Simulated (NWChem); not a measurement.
# Ionisation of H₄Ge

```xyz
5

Ge     0.0000     0.0000     0.0000
H      0.0000    -1.2642     0.8939
H      0.0000     1.2642     0.8939
H     -1.2642     0.0000    -0.8939
H      1.2642     0.0000    -0.8939
```
Charge 0, spin multiplicity 1.

Program: NWChem. All single points use one geometry, from PBE/def2-SVP, a minimum by its harmonic frequencies.

Basis set: def2-TZVP. The species with one electron less has spin multiplicity 2 and keeps the geometry of the parent. Δ marks differences of total energies (open shells unrestricted). −ε marks an orbital energy of the parent. That orbital need not have the symmetry of the hole or added electron in the Δ rows.

The Hamiltonian is non-relativistic. The correlated methods keep 9 core orbitals frozen. B3LYP has NWChem's definition, with VWN1-RPA local correlation. The structure started from a generated list of species. No SCF solution was tested for a lower state.

Question: For the first vertical ionisation energy, ΔB2PLYP gives 12.25 eV and −ε(HOMO) of LC-wPBE (omega 0.3 per bohr) gives 11.86 eV. What do G0W0@PBE0, G0W0@PBE, −ε(HOMO) of B3LYP give?

Answer: G0W0@PBE0: 12.06 eV; G0W0@PBE: 11.75 eV; −ε(HOMO) of B3LYP: 9.43 eV.
